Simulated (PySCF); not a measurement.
First SCF of a structure search on triplet Te₃, at a hand-made equilateral triangle geometry. PySCF input:

```python
from pyscf import gto, scf, dft
mol = gto.M(atom='''
Te     0.785200    -1.360010     0.000000
Te    -1.570390     0.000000     0.000000
Te     0.785190     1.360000     0.000000''',
    basis={'Te': 'def2-TZVP'},
    ecp={'Te': 'def2-TZVP'},
    charge=0, spin=2)
mf = dft.UKS(mol, xc='PBE0')
mf.grids.atom_grid = (50, 194)
aux = {'Te': 'def2-universal-JKFIT'}
mf = mf.density_fit(auxbasis=aux)
mf.conv_tol = 1e-08
mf.diis_space = 10
mf.max_cycle = 60
mf.init_guess = 'huckel'
mf.verbose = 4
mf.kernel()
```

Excerpt of the output (cycles alone):

```
init E= -803.711426348956
cycle= 1 E= -803.746152493346  delta_E= -0.0347  |g|= 1.05  |ddm|= 2.02
cycle= 2 E= -803.174218879851  delta_E= 0.572  |g|= 1.63  |ddm|=  2.4
cycle= 3 E= -804.045416239351  delta_E= -0.871  |g|= 0.323  |ddm|= 1.74
cycle= 4 E= -804.100445329337  delta_E= -0.055  |g|= 0.177  |ddm|= 0.86
cycle= 5 E= -804.116182694053  delta_E= -0.0157  |g|= 0.0917  |ddm|= 0.424
cycle= 6 E= -804.121990910671  delta_E= -0.00581  |g|= 0.0264  |ddm|= 0.179
cycle= 7 E= -804.122613981587  delta_E= -0.000623  |g|= 0.00848  |ddm|= 0.0639
cycle= 8 E= -804.122724967404  delta_E= -0.000111  |g|= 0.00346  |ddm|= 0.0339
cycle= 9 E= -804.122802646765  delta_E= -7.77e-05  |g|= 0.00248  |ddm|= 0.0417
cycle= 10 E= -804.122840428258  delta_E= -3.78e-05  |g|= 0.0019  |ddm|= 0.0285
cycle= 11 E= -804.122875137813  delta_E= -3.47e-05  |g|= 0.00163  |ddm|= 0.0318
cycle= 12 E= -804.122908518364  delta_E= -3.34e-05  |g|= 0.00162  |ddm|= 0.0339
cycle= 13 E= -804.122926339052  delta_E= -1.78e-05  |g|= 0.00156  |ddm|= 0.0176
cycle= 14 E= -804.122947096959  delta_E= -2.08e-05  |g|= 0.00162  |ddm|= 0.0207
cycle= 15 E= -804.122984372609  delta_E= -3.73e-05  |g|= 0.00161  |ddm|= 0.0381
cycle= 16 E= -804.123047021645  delta_E= -6.26e-05  |g|= 0.00169  |ddm|= 0.0727
cycle= 17 E= -804.123030715484  delta_E= 1.63e-05  |g|= 0.00204  |ddm|= 0.0281
cycle= 18 E= -804.123105392043  delta_E= -7.47e-05  |g|= 0.00312  |ddm|= 0.141
cycle= 19 E= -804.123057511989  delta_E= 4.79e-05  |g|= 0.00199  |ddm|= 0.109
cycle= 20 E= -804.123111764299  delta_E= -5.43e-05  |g|= 0.000855  |ddm|= 0.0928
cycle= 21 E= -804.123122190797  delta_E= -1.04e-05  |g|= 0.00042  |ddm|= 0.0381
cycle= 22 E= -804.123124978883  delta_E= -2.79e-06  |g|= 6.55e-05  |ddm|= 0.0302
cycle= 23 E= -804.12312448313  delta_E= 4.96e-07  |g|= 0.000513  |ddm|= 0.00903
cycle= 24 E= -804.123125000912  delta_E= -5.18e-07  |g|= 3.52e-05  |ddm|= 0.0109
cycle= 25 E= -804.123125004566  delta_E= -3.65e-09  |g|= 3.73e-05  |ddm|= 0.000521
Extra cycle  E= -804.123125002669  delta_E= 1.9e-09  |g|= 7.84e-05  |ddm|= 0.000245
converged SCF energy = -804.123125002669  <S^2> = 2.0164068  2S+1 = 3.010918
```

No lower solution of this spin was found from smeared starts or by a stability analysis within the unrestricted form.

Spin–orbit coupling, left out here, can matter for elements this heavy.

The search for the lowest solution, 3 starts and the stability check together, took 24 s on 4 threads of a shared Intel Xeon 6975P-C (Granite Rapids) host, with 150 basis functions; the process peaked at 0.54 GiB. Launch command: `OMP_NUM_THREADS=4 python axn.py task.json out`.
